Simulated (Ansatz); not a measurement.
C₃₆H₂₄N₂⁺, that is CBP with one electron fewer. Charge 1, multiplicity 2. Geometry PBE-D4/def2-SVP; atoms count from 1.

```xyz
62

C    -7.516    3.752   -0.151
C    -6.328    3.598   -0.894
C    -5.272    2.805   -0.423
C    -5.435    2.184    0.827
C    -6.642    2.307    1.578
C    -7.685    3.101    1.084
C    -6.487    1.482    2.766
C    -7.303    1.226    3.875
C    -6.819    0.386    4.894
C    -5.528   -0.176    4.817
C    -4.691    0.070    3.719
C    -5.194    0.884    2.689
N    -4.566    1.318    1.510
C    -3.278    0.946    1.084
C    -2.367    1.924    0.627
C    -1.091    1.550    0.210
C    -0.674    0.195    0.223
C     0.674   -0.195   -0.223
C     1.306   -1.362    0.276
C     2.580   -1.738   -0.145
C     3.278   -0.946   -1.084
N     4.566   -1.318   -1.510
C     5.676   -0.463   -1.600
C     5.790    0.890   -1.237
C     7.042    1.501   -1.396
C     8.151    0.779   -1.884
C     8.038   -0.583   -2.215
C     6.795   -1.213   -2.070
C     6.334   -2.577   -2.274
C     6.951   -3.743   -2.744
C     6.184   -4.917   -2.859
C     4.814   -4.923   -2.527
C     4.174   -3.766   -2.059
C     4.953   -2.605   -1.916
C     2.667    0.223   -1.591
C     1.390    0.584   -1.168
C    -1.605   -0.772    0.682
C    -2.881   -0.410    1.109
H    -8.327    4.379   -0.550
H    -6.229    4.101   -1.868
H    -4.363    2.666   -1.022
H    -8.625    3.205    1.646
H    -8.301    1.680    3.954
H    -7.449    0.175    5.770
H    -5.164   -0.812    5.637
H    -3.676   -0.346    3.682
H    -2.652    2.985    0.652
H    -0.381    2.336   -0.086
H     0.809   -1.962    1.052
H     3.069   -2.620    0.290
H     4.939    1.451   -0.827
H     7.161    2.560   -1.124
H     9.120    1.287   -1.994
H     8.914   -1.145   -2.571
H     8.013   -3.741   -3.029
H     6.656   -5.840   -3.225
H     4.231   -5.848   -2.645
H     3.099   -3.772   -1.832
H     3.184    0.815   -2.359
H     0.914    1.465   -1.622
H    -1.341   -1.839    0.656
H    -3.601   -1.180    1.417
```

Single mean-field runs in def2-SVP are fitted with def2-universal-jkfit.

Question: Estimate the Mulliken populations of the heavy atoms from the PBE0/def2-SVP orbitals of Ansatz.

Answer: 
```tsv
atom	charge (e)	spin (α − β)
C1	0.00	0.09
C2	-0.02	-0.05
C3	-0.05	0.09
C4	0.16	-0.04
C5	0.02	0.04
C6	-0.03	-0.01
C7	0.02	0.04
C8	-0.03	-0.01
C9	0.00	0.09
C10	-0.02	-0.05
C11	-0.05	0.09
C12	0.16	-0.04
N13	-0.28	0.16
C14	0.13	0.03
C15	-0.02	0.02
C16	-0.04	0.00
C17	0.05	0.05
C18	0.05	0.05
C19	-0.04	0.00
C20	-0.02	0.02
C21	0.13	0.03
N22	-0.28	0.16
C23	0.16	-0.04
C24	-0.05	0.09
C25	-0.02	-0.05
C26	0.00	0.09
C27	-0.03	-0.01
C28	0.02	0.04
C29	0.02	0.04
C30	-0.03	-0.01
C31	0.00	0.09
C32	-0.02	-0.05
C33	-0.05	0.09
C34	0.16	-0.04
C35	-0.02	0.02
C36	-0.04	0.00
C37	-0.04	0.00
C38	-0.02	0.02
```
Mulliken values depend strongly on the basis.

Question: Where does the spin sit?

Answer: Summed by element: C 0.70, N 0.33, H -0.03, of 1 unpaired in all. Largest on single atoms: N22 0.16, N13 0.16, C1 0.09.

Question: And the Mayer bond orders between heavy atoms (over 0.3, the first 40 of 45)?

Answer: C1–C2 1.37 (1.41 Å); C1–C6 1.37 (1.41 Å); C2–C3 1.39 (1.40 Å); C3–C4 1.33 (1.41 Å); C4–C5 1.27 (1.43 Å); C4–N13 1.05 (1.40 Å); C5–C6 1.39 (1.40 Å); C5–C7 1.11 (1.45 Å); C7–C8 1.39 (1.40 Å); C7–C12 1.27 (1.43 Å); C8–C9 1.37 (1.41 Å); C9–C10 1.37 (1.41 Å); C10–C11 1.39 (1.40 Å); C11–C12 1.33 (1.41 Å); C12–N13 1.05 (1.40 Å); N13–C14 1.00 (1.41 Å); C14–C15 1.33 (1.41 Å); C14–C38 1.33 (1.41 Å); C15–C16 1.44 (1.39 Å); C16–C17 1.32 (1.42 Å); C17–C18 1.07 (1.47 Å); C17–C37 1.32 (1.42 Å); C18–C19 1.32 (1.42 Å); C18–C36 1.32 (1.42 Å); C19–C20 1.44 (1.39 Å); C20–C21 1.33 (1.41 Å); C21–N22 1.00 (1.41 Å); C21–C35 1.33 (1.41 Å); N22–C23 1.05 (1.40 Å); N22–C34 1.05 (1.40 Å); C23–C24 1.33 (1.41 Å); C23–C28 1.27 (1.43 Å); C24–C25 1.39 (1.40 Å); C25–C26 1.37 (1.41 Å); C26–C27 1.37 (1.41 Å); C27–C28 1.39 (1.40 Å); C28–C29 1.11 (1.45 Å); C29–C30 1.39 (1.40 Å); C29–C34 1.27 (1.43 Å); C30–C31 1.37 (1.41 Å).
